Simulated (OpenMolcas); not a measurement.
Pm I.

```yaml
Program: OpenMolcas 26.06
Method: CASSCF
Basis: ANO-RCC-VTZP [8s7p5d3f2g1h]
Scalar_Hamiltonian: DKH2, point nucleus
Active_space: 5 electrons in 7 orbitals (4f)
State_averaging: 2S+1 = 6 odd, 21 roots; 2S+1 = 4 odd, 224 roots (128 in the spin-orbit step); 2S+1 = 2 odd, 130 roots kept (CI in the orbitals of an earlier block)
Spin-orbit_coupling: RASSI with atomic mean-field integrals over the reference wave functions, term energies averaged over their components
```

Levels without dynamic correlation, in cm-1 above 4f5 6s2 6H* 5/2:

```csv
Level,E
4f5 6s2 4F* 3/2(1),19619
4f5 6s2 6F* 1/2,7044
4f5 6s2 4I* 9/2(1),21219
```

On this reference, MS-CASPT2, IPEA 0.25 Eh, imaginary shift 0.1 Eh (closed shells correlated: 5s 5p 6s) puts 4f5 6s2 4F* 3/2(1) at 14590 cm-1.

Q: Estimate the other levels at that method by one scale factor, and say how well it serves.

A: The factor is 14590 / 19619 = 0.744. Scaled values beside those that MS-CASPT2 gives:
```tsv
Level	Scaled	MS-CASPT2	Miss (%)
4f5 6s2 6F* 1/2	5241	5580	-6.1
4f5 6s2 4I* 9/2(1)	15787	17360	-9.1
```
For these levels the scaled values miss MS-CASPT2 by up to 9.1 %, as correlation changes each term by its own factor, spin-orbit parts do not scale and CASPT2 has its own spread within terms. This holds within one configuration; levels of others move differently, and the target method has errors of its own against measurement.

CASPT2 does not keep the components of a term degenerate, so their means are used; among the terms shown or strongly mixed into the levels shown the widest spread is 510 cm-1 (4f5 6s2 6H*, MS-CASPT2). High states are left out of the spin-orbit mixing, which shifts the levels that they would mix with. With the s shell closed, the reference lacks s² → p² mixing. Without dynamic correlation excited terms often stand tens of per cent too high (terms of higher spin than the ground term too low), and those without a measured partner can miss by more than the paired ones (holds for CASSCF). Blocks of more than 70 roots (2S+1 = 4 odd, 2 odd) ran without multistate coupling (holds for MS-CASPT2). Only configurations of the active space appear.

A number in round brackets counts repeated terms of one configuration in the order of the reference energies. * marks odd parity.
